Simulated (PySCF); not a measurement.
## Electronic structure of Ge⁺ (germanium, charge +1) at the LDA level

Configuration: [Ar] 3d10 4s2 4p1, 2P determinant. Calculation: PySCF 2.14, in jorge-DZP-DKH (8s6p2d1f, 43 functions); scalar relativity by spin-free X2C-1e.

| Item | Value |
| --- | --- |
| Total energy | -2095.024 hartree |
| One-electron energy | -2910.811 hartree |
| Hartree (Coulomb) energy | 892.357 hartree |
| Exchange-correlation energy | -76.569 hartree |
| ⟨S²⟩ | 0.7501 |
| ⟨L²⟩ | 2.001 |
| Sum of ⟨r⟩ | 20.69 bohr |
| Sum of ⟨r²⟩ | 28.21 bohr² |
| Traceless quadrupole moment −½Σ⟨3z² − r²⟩ along its main axis | -3.12 e·bohr² |
| Langevin diamagnetic susceptibility | -22.3 ×10⁻⁶ cm³/mol |
| Time after the integrals | 0.44 s of wall time on 1 thread of Neoverse-N1 (shared host) |

```tsv
shell	electrons	mean orbital energy (eV)	spread (eV)	rms radius, mean of both spins (bohr)
1s α	1	-10938.9	0	0.0543
1s β	1	-10938.9	0	0.0543
2s α	1	-1377.6	0	0.228
2s β	1	-1377.6	0	0.228
2p α	3	-1207.1	0.107	0.203
2p β	3	-1207.0	0.155	0.203
3s α	1	-176.17	0	0.672
3s β	1	-176.12	0	0.672
3p α	3	-123.94	0.360	0.702
3p β	3	-123.88	0.448	0.702
3d α	5	-38.054	0.361	0.817
3d β	5	-37.951	0.488	0.817
4s α	1	-20.300	0	2.17
4s β	1	-19.582	0	2.17
4p α	1	-11.614	0	2.81
```

Densities and radii are taken from the X2C orbitals without a picture-change correction, which distorts them close to the nucleus.
